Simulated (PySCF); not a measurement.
PySCF input file for C₃H₈NO, SMILES C[NH+](C)C=O, charge +1, ωB97X-D3(BJ)/def2-SVP. 

```python
import numpy as np
from pyscf import gto, scf, dft
from pyscf.geomopt import geometric_solver

mol = gto.M(
    atom='''
    C    -0.45684526    1.58410741   -0.31348611
    N    -0.24857831    0.31998369    0.42596793
    C    -1.30228380   -0.67311691    0.13973580
    C     1.13246839   -0.22708618    0.09609048
    O     1.26088977   -1.28930913   -0.37108690
    H    -0.42832422    1.38840432   -1.38472027
    H     0.31467943    2.31094346   -0.06398880
    H    -1.42826163    2.00678470   -0.06217966
    H    -0.25907819    0.53196265    1.43291354
    H    -1.31148828   -0.89940682   -0.92524955
    H    -1.10751317   -1.59513276    0.68510386
    H    -2.27386589   -0.28203021    0.43193268
    H     1.90674601    0.50963598    0.33906704
    ''',
    basis='def2-SVP',
    charge=1,
    spin=0,
    max_memory=1600,
    verbose=3,
)
mf = dft.RKS(mol, xc='wb97x-d3bj').density_fit(auxbasis='def2-universal-jkfit')
mf.grids.level = 3
mf.conv_tol = 1e-9
mf.max_cycle = 100
mf.kernel()
grad = mf.nuc_grad_method()
grad.grid_response = mol.nao <= 150
conv, mol_eq = geometric_solver.kernel(grad, convergence_set='GAU_TIGHT', maxsteps=100)
print(mol_eq.tostring(format='xyz'))
mf.reset(mol_eq)
mf.kernel()
```

Program output:

```
converged SCF energy = -248.746560504855
[banner and settings of the optimiser left out]
Geometry optimization cycle 1
Cartesian coordinates (Angstrom)
 Atom        New coordinates             dX        dY        dZ
   C  -0.456845   1.584107  -0.313486    0.000000  0.000000  0.000000
   N  -0.248578   0.319984   0.425968    0.000000  0.000000 -0.000000
   C  -1.302284  -0.673117   0.139736    0.000000  0.000000  0.000000
   C   1.132468  -0.227086   0.096090    0.000000  0.000000  0.000000
   O   1.260890  -1.289309  -0.371087    0.000000  0.000000  0.000000
   H  -0.428324   1.388404  -1.384720    0.000000  0.000000  0.000000
   H   0.314679   2.310943  -0.063989    0.000000  0.000000  0.000000
   H  -1.428262   2.006785  -0.062180    0.000000  0.000000  0.000000
   H  -0.259078   0.531963   1.432914    0.000000  0.000000  0.000000
   H  -1.311488  -0.899407  -0.925250    0.000000  0.000000  0.000000
   H  -1.107513  -1.595133   0.685104    0.000000  0.000000  0.000000
   H  -2.273866  -0.282030   0.431933    0.000000  0.000000  0.000000
   H   1.906746   0.509636   0.339067    0.000000  0.000000  0.000000

WARN: Mole.unit (angstrom) is changed to Bohr

converged SCF energy = -248.746560504857
--------------- DFRKS_Scanner gradients ---------------
         x                y                z
0 C     0.0015030118    -0.0112173397     0.0048730879
1 N     0.0011559443     0.0030659050    -0.0012573289
2 C     0.0077291204     0.0102307553     0.0006120096
3 C     0.0000489690    -0.0077318262    -0.0052008393
4 O    -0.0002878589     0.0129606899     0.0055847921
5 H    -0.0006173052     0.0037058907     0.0059727627
6 H    -0.0061244469    -0.0029834690    -0.0033504843
7 H     0.0059564282    -0.0005196951    -0.0033666960
8 H    -0.0013581085    -0.0001612339    -0.0014735859
9 H    -0.0018776941    -0.0002249708     0.0059988178
10 H    -0.0030227140     0.0041057548    -0.0036739943
11 H     0.0047756869    -0.0057463161    -0.0028675866
12 H    -0.0078810616    -0.0054841650    -0.0018509777
----------------------------------------------
cycle 1: E = -248.746560505  dE = -248.747  norm(grad) = 0.0318164
Step    0 : Gradient = 8.824e-03/1.412e-02 (rms/max) Energy = -248.7465605049
Hessian Eigenvalues: 2.30000e-02 2.30000e-02 2.30000e-02 ... 3.51223e-01 4.29220e-01 1.23006e+00

Geometry optimization cycle 2
Cartesian coordinates (Angstrom)
 Atom        New coordinates             dX        dY        dZ
   C  -0.462014   1.604608  -0.323001   -0.005169  0.020501 -0.009515
   N  -0.252535   0.317943   0.412801   -0.003957 -0.002041 -0.013167
   C  -1.314093  -0.694388   0.136403   -0.011809 -0.021271 -0.003333
   C   1.150130  -0.219147   0.101823    0.017662  0.007939  0.005732
   O   1.234414  -1.293812  -0.362091   -0.026476 -0.004502  0.008996
   H  -0.428839   1.401448  -1.402837   -0.000514  0.013044 -0.018117
   H   0.324593   2.323026  -0.050146    0.009914  0.012083  0.013842
   H  -1.444518   2.014727  -0.053218   -0.016256  0.007943  0.008961
   H  -0.260257   0.529970   1.421602   -0.001179 -0.001993 -0.011311
   H  -1.316999  -0.919675  -0.937812   -0.005511 -0.020269 -0.012562
   H  -1.100760  -1.612708   0.698578    0.006753 -0.017575  0.013474
   H  -2.282577  -0.275874   0.440676   -0.008711  0.006157  0.008743
   H   1.952003   0.509623   0.347326    0.045257 -0.000013  0.008259
converged SCF energy = -248.747834284608
--------------- DFRKS_Scanner gradients ---------------
         x                y                z
0 C     0.0015603544    -0.0043266555     0.0020213135
1 N    -0.0031809523    -0.0044631506    -0.0031028245
2 C     0.0028327928     0.0032780256     0.0008007134
3 C     0.0078965732     0.0029821532     0.0004312665
4 O    -0.0077893038     0.0021441046     0.0013798569
5 H    -0.0000479148     0.0005248566    -0.0006629863
6 H     0.0001289014     0.0010226493    -0.0003518281
7 H    -0.0004554715     0.0005385208    -0.0002841726
8 H     0.0002127518    -0.0002596754     0.0001187843
9 H    -0.0004305279    -0.0004319812    -0.0004786514
10 H    -0.0005849536    -0.0010111315     0.0000740866
11 H    -0.0009758076    -0.0007876302    -0.0000574937
12 H     0.0008335424     0.0007899446     0.0001119556
----------------------------------------------
cycle 2: E = -248.747834285  dE = -0.00127378  norm(grad) = 0.0151794
Step    1 : Displace = 2.396e-02/4.603e-02 (rms/max) Trust = 1.000e-01 (=) Grad = 4.210e-03/8.452e-03 (rms/max) E (change) = -248.7478342846 (-1.274e-03) Quality = 0.797
Hessian Eigenvalues: 2.29556e-02 2.30000e-02 2.30000e-02 ... 4.28831e-01 5.05383e-01 1.20577e+00

Geometry optimization cycle 3
Cartesian coordinates (Angstrom)
 Atom        New coordinates             dX        dY        dZ
   C  -0.464226   1.619599  -0.332708   -0.002212  0.014990 -0.009707
   N  -0.262234   0.308390   0.396523   -0.009699 -0.009553 -0.016277
   C  -1.347873  -0.704980   0.137635   -0.033780 -0.010593  0.001232
[...]
Step   51 : Displace = 8.419e-04/2.144e-03 (rms/max) Trust = 3.000e-01 (=) Grad = 5.559e-06/8.925e-06 (rms/max) E (change) = -248.7482585524 (-1.723e-08) Quality = 0.584
Hessian Eigenvalues: 1.06018e-04 1.97736e-04 3.65151e-04 ... 4.31175e-01 8.65302e-01 1.23540e+00

Geometry optimization cycle 53
Cartesian coordinates (Angstrom)
 Atom        New coordinates             dX        dY        dZ
   C  -0.589473   1.560377  -0.424885    0.000652 -0.000901 -0.002900
   N  -0.246921   0.353007   0.401663   -0.001066  0.000659  0.000107
   C  -1.228100  -0.767035   0.241820   -0.000055 -0.000090 -0.000824
   C   1.184599  -0.091855   0.095044    0.000030  0.000873  0.004924
   O   1.393693  -1.178576  -0.298232    0.001673  0.000408  0.007068
   H  -0.594705   1.265123  -1.482636    0.003935 -0.002670 -0.002423
   H   0.158788   2.345524  -0.250059   -0.000329 -0.000172 -0.001990
   H  -1.583230   1.918040  -0.127093   -0.000437 -0.001017 -0.006399
   H  -0.245430   0.645606   1.389957   -0.004030  0.002320 -0.000377
   H  -1.222430  -1.087877  -0.806955    0.003033 -0.001793 -0.000292
   H  -0.925056  -1.602536   0.884249   -0.001444  0.001095  0.001381
   H  -2.219807  -0.395049   0.527622   -0.001047 -0.000126 -0.004207
   H   1.914189   0.723901   0.280373   -0.000874  0.001467  0.005912
converged SCF energy = -248.748258557128
--------------- DFRKS_Scanner gradients ---------------
         x                y                z
0 C     0.0000010608    -0.0000000942     0.0000022306
1 N    -0.0000005497    -0.0000014562    -0.0000017264
2 C    -0.0000011848    -0.0000023328    -0.0000017985
3 C     0.0000038364     0.0000007348    -0.0000005363
4 O    -0.0000003864     0.0000018813     0.0000010721
5 H    -0.0000001847    -0.0000001510    -0.0000020554
6 H     0.0000013177     0.0000006988    -0.0000008293
7 H    -0.0000019095     0.0000013081     0.0000004926
8 H    -0.0000003230     0.0000012591     0.0000021354
9 H     0.0000005713    -0.0000001132     0.0000004140
10 H    -0.0000001305     0.0000005459     0.0000000443
11 H    -0.0000003108     0.0000002917     0.0000007915
12 H    -0.0000018154    -0.0000025307    -0.0000002322
----------------------------------------------
cycle 53: E = -248.748258557  dE = -4.71314e-09  norm(grad) = 8.5094e-06
Step   52 : Displace = 1.268e-04/2.575e-04 (rms/max) Trust = 3.000e-01 (=) Grad = 2.360e-06/3.943e-06 (rms/max) E (change) = -248.7482585571 (-4.713e-09) Quality = 0.451
Hessian Eigenvalues: 1.21324e-04 2.21680e-04 3.97116e-04 ... 4.30468e-01 8.65215e-01 1.23449e+00

Geometry optimization cycle 54
Cartesian coordinates (Angstrom)
 Atom        New coordinates             dX        dY        dZ
   C  -0.590133   1.560451  -0.424271   -0.000660  0.000074  0.000614
   N  -0.246674   0.352904   0.401642    0.000246 -0.000104 -0.000021
   C  -1.227676  -0.767338   0.242126    0.000424 -0.000303  0.000306
   C   1.184736  -0.091476   0.093837    0.000136  0.000379 -0.001207
   O   1.393818  -1.177967  -0.300085    0.000124  0.000609 -0.001854
   H  -0.595932   1.265561  -1.482117   -0.001227  0.000438  0.000518
   H   0.157981   2.345779  -0.249634   -0.000807  0.000254  0.000425
   H  -1.583817   1.917685  -0.125733   -0.000587 -0.000354  0.001360
   H  -0.244553   0.645174   1.390029    0.000878 -0.000432  0.000072
   H  -1.222710  -1.087794  -0.806771   -0.000280  0.000083  0.000184
   H  -0.923929  -1.602995   0.884019    0.001127 -0.000460 -0.000230
   H  -2.219267  -0.395720   0.528804    0.000540 -0.000671  0.001182
   H   1.914261   0.724373   0.279034    0.000072  0.000472 -0.001339
converged SCF energy = -248.748258558517
--------------- DFRKS_Scanner gradients ---------------
         x                y                z
0 C     0.0000002979    -0.0000006886     0.0000006412
1 N     0.0000007633    -0.0000005674     0.0000008383
2 C    -0.0000001693     0.0000002010    -0.0000002428
3 C    -0.0000008667     0.0000020210     0.0000006573
4 O     0.0000003631    -0.0000008109    -0.0000004531
5 H    -0.0000000261     0.0000002126    -0.0000000921
6 H     0.0000000415    -0.0000000191    -0.0000003390
7 H     0.0000000231    -0.0000000165    -0.0000000314
8 H    -0.0000003267     0.0000000180    -0.0000006097
9 H     0.0000001153     0.0000000221     0.0000002481
10 H    -0.0000001190     0.0000001235    -0.0000000416
11 H     0.0000002500    -0.0000000505     0.0000001084
12 H    -0.0000003479    -0.0000003986    -0.0000006726
----------------------------------------------
cycle 54: E = -248.748258559  dE = -1.38911e-09  norm(grad) = 3.24646e-06
Step   53 : Displace = 7.730e-05/1.379e-04 (rms/max) Trust = 3.000e-01 (=) Grad = 9.004e-07/2.295e-06 (rms/max) E (change) = -248.7482585585 (-1.389e-09) Quality = 0.978
Hessian Eigenvalues: 1.08663e-04 2.55521e-04 6.00293e-04 ... 4.30542e-01 8.65182e-01 1.23517e+00

Geometry optimization cycle 55
Cartesian coordinates (Angstrom)
 Atom        New coordinates             dX        dY        dZ
   C  -0.589927   1.560601  -0.423970    0.000206  0.000150  0.000301
   N  -0.246779   0.352790   0.401686   -0.000105 -0.000114  0.000044
   C  -1.227793  -0.767351   0.241540   -0.000117 -0.000013 -0.000586
   C   1.184699  -0.091577   0.094178   -0.000037 -0.000101  0.000340
   O   1.393837  -1.177956  -0.300025    0.000019  0.000011  0.000061
   H  -0.595379   1.266036  -1.481908    0.000552  0.000474  0.000209
   H   0.158149   2.345854  -0.248837    0.000167  0.000076  0.000797
   H  -1.583701   1.917768  -0.125654    0.000116  0.000082  0.000079
   H  -0.244937   0.644763   1.390161   -0.000384 -0.000411  0.000132
   H  -1.222545  -1.087481  -0.807455    0.000165  0.000313 -0.000684
   H  -0.924276  -1.603225   0.883261   -0.000346 -0.000230 -0.000759
   H  -2.219447  -0.395770   0.528047   -0.000181 -0.000050 -0.000756
   H   1.914216   0.724172   0.279856   -0.000045 -0.000201  0.000822
converged SCF energy = -248.74825855867
--------------- DFRKS_Scanner gradients ---------------
         x                y                z
0 C    -0.0000007104     0.0000001478    -0.0000001899
1 N     0.0000005017     0.0000006838    -0.0000008529
2 C    -0.0000001097     0.0000002531     0.0000001566
3 C    -0.0000001397    -0.0000011842    -0.0000000897
4 O    -0.0000001694     0.0000003600     0.0000000158
5 H     0.0000000813     0.0000000071     0.0000001881
6 H    -0.0000000362    -0.0000000443     0.0000000953
7 H     0.0000002132    -0.0000001654    -0.0000000759
8 H     0.0000002238    -0.0000000101     0.0000000885
9 H    -0.0000000489    -0.0000000697    -0.0000003288
10 H     0.0000000650    -0.0000002890     0.0000001716
11 H    -0.0000001719     0.0000000234     0.0000000319
12 H     0.0000002907     0.0000003131     0.0000007749
----------------------------------------------
cycle 55: E = -248.748258559  dE = -1.53307e-10  norm(grad) = 2.22173e-06
Step   54 : Displace = 2.442e-05/4.792e-05 (rms/max) Trust = 3.000e-01 (=) Grad = 6.162e-07/1.203e-06 (rms/max) E (change) = -248.7482585587 (-1.533e-10) Quality = 0.332
Hessian Eigenvalues: 1.08663e-04 2.55521e-04 6.00293e-04 ... 4.30542e-01 8.65182e-01 1.23517e+00
Converged! =D

13
XYZ from PySCF
C          -0.58992705        1.56060082       -0.42396972
N          -0.24677894        0.35278967        0.40168554
C          -1.22779310       -0.76735094        0.24154022
C           1.18469886       -0.09157748        0.09417753
O           1.39383700       -1.17795573       -0.30002456
H          -0.59537928        1.26603583       -1.48190784
H           0.15814867        2.34585423       -0.24883738
H          -1.58370134        1.91776783       -0.12565418
H          -0.24493702        0.64476294        1.39016100
H          -1.22254491       -1.08748052       -0.80745501
H          -0.92427551       -1.60322522        0.88326055
H          -2.21944734       -0.39577049        0.52804744
H           1.91421632        0.72417223        0.27985608
converged SCF energy = -248.748258558682
```

The calculation finished and met its thresholds.

Cost: roughly 22 core-minutes.
